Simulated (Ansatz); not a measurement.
Si2H5OF5, singlet: at the end structure of a reaction step.

The input file, in.yaml:

```yaml
crystal:
  periodic: [false, false, false]
  atoms:
    - {symbol: Si, position_ang: [-0.318921, 0.041541, 1.405177]}
    - {symbol: O, position_ang: [0.152908, 0.012721, -0.336487]}
    - {symbol: Si, position_ang: [-0.938744, -0.445343, -1.602513]}
    - {symbol: F, position_ang: [-0.915525, 1.364523, 2.039016]}
    - {symbol: F, position_ang: [-0.117724, -1.249654, 2.299788]}
    - {symbol: F, position_ang: [-1.760746, -0.460786, 0.782220]}
    - {symbol: H, position_ang: [2.381780, 0.782926, 0.557688]}
    - {symbol: F, position_ang: [1.262012, 0.549269, 1.660192]}
    - {symbol: H, position_ang: [1.080410, 0.273292, -0.568578]}
    - {symbol: F, position_ang: [2.604652, 0.759620, -0.367018]}
    - {symbol: H, position_ang: [-1.329002, -1.852667, -1.428726]}
    - {symbol: H, position_ang: [-0.049670, -0.290122, -2.778487]}
    - {symbol: H, position_ang: [-2.051329, 0.514679, -1.662374]}
basis:
  gaussian: {orbitals: "def2-QZVPP.json"}
correlation: {method: mp2}
```

The basis file named in the input lies beside it (Basis Set Exchange, JSON).

Run by:

```bash
ansatz run in.yaml --threads 4 --pin off --events-out ev --progress --plain --max-ram 46080MiB --backend cuda --devices 0, --max-vram 37GiB
```

Output of Ansatz 0.2.0:

```
Functional definition: HF
  name "HF"
  cite "Fock, Z. Phys. 61, 126 (1930) doi:10.1007/BF01340294"
  parent pbe
  exchange = exact_x
  correlation = 0
3869 factors; integrals over basis functions are off by at most 8.8e-4 eV
mean field evaluation 1: about -31382.3273 eV, gradient 5.8e1 eV
mean field evaluation 2: about -31382.5276 eV, gradient 5.8e1 eV
mean field evaluation 4: about -31387.8949 eV, gradient 3.4e0 eV
mean field evaluation 8: about -31387.9444 eV, gradient 2.5e-1 eV
mean field -31387.94463653 eV, -1153.4856898794 hartree, gradient 1.9e-6 eV, S^2 0.000000; 0 other end points of the search recorded, 0 dependent functions left out
16 core orbitals not correlated: weight in the atoms' cores, before any rotation towards them, 1.000 or more for the frozen orbitals, at most 0.000 for the correlated occupied ones
reference -31387.94463653 eV, -1153.4856898794 hartree; 27, 27 occupied and 589, 589 virtual orbitals, 3869 factors
second order -52.67077797 eV of doubles, -0.00000000 eV of singles
Total energy: -31440.61541450 eV, -1155.4213052684 hartree
```

The lines “mean field evaluation” count trial sets of orbitals through the whole run, from several starts and some on an approximate energy, so they need not fall steadily or lie above the final value.

The run took 3.2 s on 4 CPU threads of an AMD EPYC 7R13 and a share of one NVIDIA H100 (shared host), with 1.2 GiB of host memory at its peak.
